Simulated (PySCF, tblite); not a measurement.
Isomers of C5H8F3P. Level: GFN2-xTB in tblite, geometry and Hessian alike; calculated harmonic values, unscaled, isolated species. Errors from tens to a few hundred cm⁻¹ against measured bands are possible. Modes of hydrogen on phosphorus can be 10 to 20 % off. One conformer each.

Electronic energies: PBE0/pcSseg-1 single points on the GFN2-xTB geometries (PySCF, gas phase).

```tsv
SMILES	electronic energy, lowest = 0 (kcal/mol)
CCCPC(F)=C(F)F	27.9
CP(C1CC1)C(F)(F)F	5.5
CC1CP(C(F)(F)F)C1	0.0
C=CP(CC)C(F)(F)F	7.0
```

How do GFN2-xTB zero-point energies change the relative energies?

```
           SMILES  ZPE (kcal/mol)  of it from modes above 1550 cm⁻¹  electronic (kcal/mol)  with ZPE, lowest = 0 (kcal/mol)  lowest mode (cm⁻¹)  rings
CC1CP(C(F)(F)F)C1            77.5                              34.4                    0.0                              0.0                  22      1
CP(C1CC1)C(F)(F)F            76.2                              34.8                    5.5                              4.2                  40      1
 C=CP(CC)C(F)(F)F            75.4                              37.0                    7.0                              4.9                  37      0
   CCCPC(F)=C(F)F            75.7                              35.7                   27.9                             26.0                  25      0
```

The zero-point energies span 2.1 kcal/mol, from `C=CP(CC)C(F)(F)F` to `CC1CP(C(F)(F)F)C1`. The order is unchanged.

And how do the electronic energies of GFN2-xTB itself compare?

`CC1CP(C(F)(F)F)C1` 0.0; `CP(C1CC1)C(F)(F)F` 9.7; `C=CP(CC)C(F)(F)F` 18.6; `CCCPC(F)=C(F)F` 22.3 kcal/mol, lowest = 0. Against the energies above, taken from the same isomer `CC1CP(C(F)(F)F)C1`, the largest difference is 11.6 kcal/mol.
